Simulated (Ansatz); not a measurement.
Born–Oppenheimer molecular dynamics of C$_{2}$H$_{8}$FNOSi (14 atoms, charge 0, multiplicity 1). It starts from a relaxed structure.

All numbers below come from RKS PBE0-D4/STO-3G (Ansatz).

- ensemble: NVE (velocity Verlet)
- time step: 0.5 fs
- steps asked: 400
- starting velocities drawn for: 400 K
- seed: 177921

First frame:

```xyz
14
Properties=species:S:1:pos:R:3
C 0.980 -1.538 1.542
C 0.934 -0.289 0.629
O -0.334 -0.277 -0.075
Si -0.484 1.114 -1.059
N -2.077 1.146 -1.760
F 0.618 0.989 -2.253
H 1.930 -1.573 2.090
H 0.885 -2.452 0.942
H 0.156 -1.511 2.267
H 1.803 -0.328 -0.067
H 1.076 0.618 1.260
H -0.279 2.338 -0.305
H -2.801 1.520 -1.113
H -2.420 0.214 -2.069
```

(1) How far do the bonds stretch over the last three quarters of this one trajectory? (Pairs bonded in most of those frames.)

## Answers

(1) 
```csv
bond,mean (Å),spread (Å),shortest,longest
C1–C2,1.553,0.023,1.51,1.60
C1–H7,1.100,0.015,1.07,1.13
C1–H8,1.102,0.034,1.04,1.16
C1–H9,1.100,0.028,1.04,1.16
C2–O3,1.454,0.024,1.40,1.50
C2–H10,1.115,0.012,1.09,1.14
C2–H11,1.115,0.009,1.10,1.13
O3–Si4,1.716,0.033,1.65,1.79
Si4–N5,1.743,0.026,1.70,1.79
Si4–F6,1.632,0.012,1.61,1.65
Si4–H12,1.453,0.006,1.44,1.46
N5–H13,1.040,0.013,1.01,1.07
N5–H14,1.041,0.015,1.01,1.07
```

Mean temperature of the second half: 192 K. The conserved energy stayed within 0.27 meV per atom of its start (net change 0.25 meV per atom), so the integration is sound. The temperature averaged 0.48 of the 400 K drawn at the start: a run that starts near a minimum puts about half its kinetic energy into the potential. A run of 0.2 ps of so small a system gives no equilibrium averages. Limits of this set-up: minimal basis.

Time of the run: 8.3 min on 1 thread of AMD EPYC 9R45 96-Core Processor (Zen 5), with other jobs on the host, peak memory 0.12 GiB.
